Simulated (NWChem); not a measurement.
System: MoNHSClF; SMILES [NH]=[Mo]([F])(=[S])[Cl]

The following NWChem deck was run.

```
start job
memory heap 200 mb stack 900 mb global 1100 mb
geometry units angstroms noautoz
  Mo    -0.271912     0.055507    -0.008456
  N     -1.127587     0.105207    -1.476734
  H     -1.342112     0.439073    -2.416272
  S      1.144388     1.606371    -0.061607
  F     -1.465042     0.327560     1.369031
  Cl     0.818514    -1.928405     0.059788
end
basis spherical
  * library def2-svp
end
ecp
  Mo library def2-ecp
end
dft
  xc becke88 lyp
  iterations 150
  mulliken
end
task dft energy
```

Output (shortened):

```
             Northwest Computational Chemistry Package (NWChem) 7.3.0
             --------------------------------------------------------

 C1  symmetry detected

                             Geometry "geometry" -> ""
                             -------------------------

 Output coordinates in angstroms (scale by  1.889725989 to convert to a.u.)

  No.       Tag          Charge          X              Y              Z
 ---- ---------------- ---------- -------------- -------------- --------------
    1 Mo                  42.0000    -0.24146638     0.09007746    -0.04642678
    2 N                    7.0000    -0.79304490     0.24054116    -1.64755510
    3 H                    1.0000    -0.78841404     0.60017365    -2.60194609
    4 S                   16.0000     1.31809448     1.47489638     0.20646914
    5 F                    9.0000    -1.63752149     0.48651340     1.08887545
    6 Cl                  17.0000     0.59585282    -2.00259871     0.17537479

 Effective nuclear repulsion energy (a.u.)     691.9048906838

                                 NWChem DFT Module
                                 -----------------

 Summary of "ao basis" -> "ao basis" (spherical)
 ------------------------------------------------------------------------------
       Tag                 Description            Shells   Functions and Types
 ---------------- ------------------------------  ------  ---------------------
 Mo                         def2-svp                11       31   5s3p2d1f
 N                          def2-svp                 6       14   3s2p1d
 H                          def2-svp                 3        5   2s1p
 S                          def2-svp                 8       18   4s3p1d
 F                          def2-svp                 6       14   3s2p1d
 Cl                         def2-svp                 8       18   4s3p1d

            General Information
            -------------------
          SCF calculation type: DFT
          Wavefunction type:  closed shell.
          No. of atoms     :     6
          No. of electrons :    64
           Alpha electrons :    32
            Beta electrons :    32
          Charge           :     0
          Spin multiplicity:     1
          Use of symmetry is: off; symmetry adaption is: off
          Maximum number of iterations: 150
          AO basis - number of functions:   100
                     number of shells:    42
          Convergence on energy requested:  1.00D-06
          Convergence on density requested:  1.00D-05
          Convergence on gradient requested:  5.00D-04

              XC Information
              --------------
                    Becke 1988 Exchange Functional  1.000
              Lee-Yang-Parr Correlation Functional  1.000

             Grid Information
             ----------------
          Grid used for XC integration:  medium
          Radial quadrature: Mura-Knowles
          Angular quadrature: Lebedev.
          Tag              B.-S. Rad. Rad. Pts. Rad. Cut. Ang. Pts.
          ---              ---------- --------- --------- ---------
          Mo                  1.45      123           9.0       590
          N                   0.65       49           9.0       434
          H                   0.35       45          11.0       434
          S                   1.00       88          10.0       590
          F                   0.50       49          10.0       434
          Cl                  1.00       88          11.0       590
          Grid pruning is: on
          Number of quadrature shells:   442
          Spatial weights used:  Erf1

      Superposition of Atomic Density Guess
      -------------------------------------

 Sum of atomic energies:       -1087.99879756

      Non-variational initial energy
      ------------------------------

 Total energy =   -1078.613996
 1-e energy   =   -2167.312670
 2-e energy   =     759.794652
 HOMO         =      -0.333672
 LUMO         =      -0.057830

     ---------------------------------------------
      Total Density - Mulliken Population Analysis
     ---------------------------------------------

    Atom       Charge   Shell Charges
 -----------   ------   -------------------------------------------------------
    1 Mo  14    11.47  -0.39  1.55  0.87  0.31  0.05  5.94  0.35  0.15  2.12  0.47  0.06
    2 N    7     7.96   1.99  1.10  0.57  2.61  1.68  0.01
    3 H    1     0.74   0.58  0.12  0.04
    4 S   16    16.74   2.00  1.99  1.25  0.65  5.94  1.93  2.95  0.03
    5 F    9     9.65   1.99  1.15  0.81  3.53  2.16  0.00
    6 Cl  17    17.43   2.00  1.99  1.23  0.71  5.94  2.17  3.37  0.01

   convergence    iter        energy       DeltaE   RMS-Dens  Diis-err
 ---------------- ----- ----------------- --------- --------- ---------
 d= 0,ls=0.0,diis     1  -1081.0464504216 -1.41D+03  5.96D-02  3.69D+00
 d= 0,ls=0.0,diis     2  -1072.3534015250  8.69D+00  5.55D-02  4.86D+01
 d= 0,ls=0.0,diis     3  -1081.0134970940 -8.66D+00  1.55D-02  4.46D+00
 d= 0,ls=0.0,diis     4  -1081.4918537594 -4.78D-01  4.61D-03  4.39D-01
 d= 0,ls=0.0,diis     5  -1081.5078108063 -1.60D-02  5.02D-03  1.82D-01
  Resetting Diis
 d= 0,ls=0.0,diis     6  -1081.5208936591 -1.31D-02  2.71D-03  8.21D-02
 d= 0,ls=0.0,diis     7  -1081.5310652211 -1.02D-02  4.35D-03  1.96D-02
 d= 0,ls=0.0,diis     8  -1081.5009432559  3.01D-02  3.50D-03  2.43D-01
 d= 0,ls=0.0,diis     9  -1081.5313198019 -3.04D-02  9.70D-04  1.81D-02
 d= 0,ls=0.0,diis    10  -1081.5338725673 -2.55D-03  1.90D-04  2.90D-04
 d= 0,ls=0.0,diis    11  -1081.5338877842 -1.52D-05  9.03D-05  1.66D-04
 d= 0,ls=0.0,diis    12  -1081.5339111111 -2.33D-05  1.01D-05  1.79D-06
 d= 0,ls=0.0,diis    13  -1081.5339113059 -1.95D-07  3.67D-06  2.13D-07

         Total DFT energy =    -1081.533911305864
      One electron energy =    -2170.961365861796
           Coulomb energy =      839.971202453034
    Exchange-Corr. energy =      -79.447769811881
 Nuclear repulsion energy =      328.904021914779

 Numeric. integr. density =       64.000002199050

                       DFT Final Molecular Orbital Analysis
                       ------------------------------------

 Vector   30  Occ=2.000000D+00  E=-2.785918D-01
              MO Center= -9.7D-02, -7.5D-01, -4.8D-01, r^2= 3.9D+00
   Bfn.  Coefficient  Atom+Function         Bfn.  Coefficient  Atom+Function
  ----- ------------  ---------------      ----- ------------  ---------------
    95      0.410435  6 Cl pz                92      0.313727  6 Cl pz
    36      0.259045  2 N  py                35     -0.246864  2 N  px
    39     -0.195670  2 N  py                38      0.184850  2 N  px
    89      0.181200  6 Cl pz                94      0.175776  6 Cl py
    16      0.139108  1 Mo d -1              37      0.130783  2 N  pz

 Vector   31  Occ=2.000000D+00  E=-2.597043D-01
              MO Center=  8.0D-01,  5.5D-01,  1.9D-01, r^2= 3.7D+00
   Bfn.  Coefficient  Atom+Function         Bfn.  Coefficient  Atom+Function
  ----- ------------  ---------------      ----- ------------  ---------------
    61      0.336812  4 S  px                93     -0.306555  6 Cl px
    62     -0.285645  4 S  py                58      0.263407  4 S  px
    19      0.247511  1 Mo d  2              59     -0.226324  4 S  py
    90     -0.223903  6 Cl px                63     -0.159533  4 S  pz
    55      0.149191  4 S  px                73     -0.135026  5 F  py

 Vector   32  Occ=2.000000D+00  E=-2.381578D-01
              MO Center=  5.6D-01,  8.0D-01, -2.9D-01, r^2= 3.8D+00
   Bfn.  Coefficient  Atom+Function         Bfn.  Coefficient  Atom+Function
  ----- ------------  ---------------      ----- ------------  ---------------
    63      0.429332  4 S  pz                60      0.329586  4 S  pz
    36     -0.246519  2 N  py                62     -0.225236  4 S  py
    35     -0.215601  2 N  px                57      0.185741  4 S  pz
    39      0.183143  2 N  py                59     -0.171569  4 S  py
    38      0.170091  2 N  px                95     -0.134538  6 Cl pz

 Vector   33  Occ=0.000000D+00  E=-1.332032D-01
              MO Center= -3.4D-02,  1.1D-01, -2.0D-02, r^2= 2.9D+00
   Bfn.  Coefficient  Atom+Function         Bfn.  Coefficient  Atom+Function
  ----- ------------  ---------------      ----- ------------  ---------------
    15      0.512297  1 Mo d -2              16     -0.456604  1 Mo d -1
    19     -0.273098  1 Mo d  2              61      0.249242  4 S  px
    63      0.247142  4 S  pz                18      0.204651  1 Mo d  1
    93      0.177224  6 Cl px                73     -0.158013  5 F  py
    35      0.149116  2 N  px                38     -0.147178  2 N  px

 Vector   34  Occ=0.000000D+00  E=-1.239890D-01
              MO Center=  2.0D-01,  4.3D-01, -3.4D-03, r^2= 2.9D+00
   Bfn.  Coefficient  Atom+Function         Bfn.  Coefficient  Atom+Function
  ----- ------------  ---------------      ----- ------------  ---------------
    19      0.664864  1 Mo d  2              16     -0.382435  1 Mo d -1
    62      0.337022  4 S  py                61     -0.254607  4 S  px
    59      0.189182  4 S  py                24      0.163800  1 Mo d  2
    93     -0.156878  6 Cl px                58     -0.154963  4 S  px
    39     -0.137617  2 N  py                73     -0.138173  5 F  py

 Vector   35  Occ=0.000000D+00  E=-8.998822D-02
              MO Center= -1.0D-01,  1.0D-01, -3.8D-01, r^2= 3.1D+00
   Bfn.  Coefficient  Atom+Function         Bfn.  Coefficient  Atom+Function
  ----- ------------  ---------------      ----- ------------  ---------------
    15      0.462388  1 Mo d -2              16      0.393738  1 Mo d -1
    17      0.381300  1 Mo d  0              94      0.324243  6 Cl py
    34     -0.291342  2 N  s                 36     -0.247019  2 N  py
    39      0.243943  2 N  py                86      0.234541  6 Cl s
    47      0.215891  3 H  s                 62      0.206134  4 S  py

[...]
```

Level: BLYP/def2-SVP with def2 effective core potentials on Mo. Structure relaxed at the PBE0/def2-SVP level. def2 effective core potentials on Mo; no spin-orbit coupling.
